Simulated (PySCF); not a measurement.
## Frontier orbitals and the lowest excitations

(H2Al-mu-SbH2)2.
Geometry (PBE0-D3(BJ)/def2-SVP, Å), atoms numbered from 1 in this order:
```
atom  x, y, z in Å
Al1   -0.2338    0.9625   -1.8015
H2    -1.6860    1.5043   -2.1579
H3     1.0716    1.1028   -2.7016
Sb4   -0.3980   -1.5788   -0.7871
Al5    0.2775   -0.9804    1.8033
H6     1.7493   -1.5025    2.1087
H7    -0.9911   -1.1520    2.7480
Sb8    0.3956    1.5692    0.8005
H9     0.5552   -2.7431   -1.5612
H10   -1.9023   -2.3281   -0.9872
H11    1.8767    2.3567    1.0235
H12   -0.5992    2.7066    1.5634
```

The calculation used PySCF 2.14.0, density-fitted response routines, TDDFT PBE0/def2-SVPD, vertical, gas phase, core orbitals frozen in the response, def2 core potentials past Kr. Spin–orbit coupling is left out.

Kohn–Sham orbitals with the atoms that hold most of them (Löwdin shares over 4%, at most four atoms; ? is withheld):

| orbital | ε (eV) | atoms |
| --- | --- | --- |
| HOMO-3 | -8.45 | Al5 21%, Al1 16%, H6 15%, H7 15% |
| HOMO-2 | -8.31 | Sb8 29%, Sb4 29%, H11 8%, H10 8% |
| HOMO-1 | -7.25 | ? |
| HOMO | -7.13 | ? |
| LUMO | -1.69 | Sb4 26%, Sb8 25%, Al5 11%, Al1 11% |
| LUMO+1 | -0.91 | Sb4 21%, Sb8 21%, H12 10%, H9 9% |
| LUMO+2 | -0.87 | Al1 22%, Al5 22%, Sb8 16%, Sb4 15% |

**Question.** Give the leading atoms of the HOMO-1.

**Answer.** Sb4 (bonded to 2 Al and 2 H) 30%; Sb8 (bonded to 2 Al and 2 H) 29%; Al1 (bonded to 2 Sb and 2 H) 14%; Al5 (bonded to 2 Sb and 2 H) 14%. By element: antimony 59%, aluminium 29%.

**Question.** Which atoms hold the HOMO, and with what shares?

**Answer.** Sb8 (bonded to 2 Al and 2 H) 21%; Sb4 (bonded to 2 Al and 2 H) 19%; Al1 (bonded to 2 Sb and 2 H) 16%; Al5 (bonded to 2 Sb and 2 H) 16%. By element: antimony 40%, aluminium 32%.

**Question.** How does S1 compare with the orbital gap of 5.45 eV?

**Answer.** S1 is at 4.29 eV (f = 0.0000), 1.16 eV below the gap, made of HOMO-1→LUMO (99%). Its leading pair isn't HOMO and LUMO; the energies of that pair differ by 5.56 eV. Without the coupling terms of the response equations the lowest excitation would equal the gap.

**Question.** Give energy, strength and leading configuration of S1, S2, S4, S5 and S8, and follow the Löwdin shares of the leading atoms from the occupied to the empty orbital.

**Answer.** 
- S1 (4.29 eV, f 0.0000), HOMO-1→LUMO (99%): Sb4 30% → 26%, Sb8 29% → 25%
- S2 (4.34 eV, f 0.0000), HOMO→LUMO (99%): Sb8 21% → 25%, Sb4 19% → 26%
- S4 (5.23 eV, f 0.010), HOMO→LUMO+1 (98%): Sb8 21% → 21%, Sb4 19% → 21%
- S5 (5.32 eV, f 0.0000), HOMO-1→LUMO+1 (93%): Sb4 30% → 21%, Sb8 29% → 21%
- S8 (5.63 eV, f 0.0003), HOMO-2→LUMO (97%): Sb8 29% → 25%, Sb4 29% → 26%

Löwdin shares depend on the basis, the more so with diffuse functions.

One conformer stands for the species.
